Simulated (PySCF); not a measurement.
The PySCF input:
```python
from pyscf import gto, scf, dft

mol = gto.Mole()
mol.atom = '''
    C    -2.08539302   -0.43002418    0.05735758
    Si   -0.22565362   -0.04653152    0.00620648
    Cl    0.68040569   -1.19502435   -1.39062803
    Cl    0.06775652    1.90072752   -0.45554951
    Cl    0.60976201   -0.42568869    1.80882858
    H    -2.26630565   -1.46926637    0.31744164
    H    -2.59468576    0.18660249    0.79274175
    H    -2.55221147   -0.24599592   -0.90628735
'''
mol.basis = '6-31g*'
mol.verbose = 4
mol.build()

mf = dft.RKS(mol)
mf.xc = 'pbe0'
mf.kernel()
```

Q: What is the computed HOMO energy (PBE0/6-31G* in PySCF)?

A: -9.25 eV

Q: What is the computed total energy (PBE0/6-31G*)?

A: -1709.4721 Eh

Q: What number of basis functions does PBE0/6-31G* give?

A: 92

Q: Predict the Mulliken (on the basis functions themselves) charges in atom order from PBE0/6-31G*.

A: C1 -0.76, Si2 0.63, Cl3 -0.18, Cl4 -0.18, Cl5 -0.18, H6 0.23, H7 0.23, H8 0.23
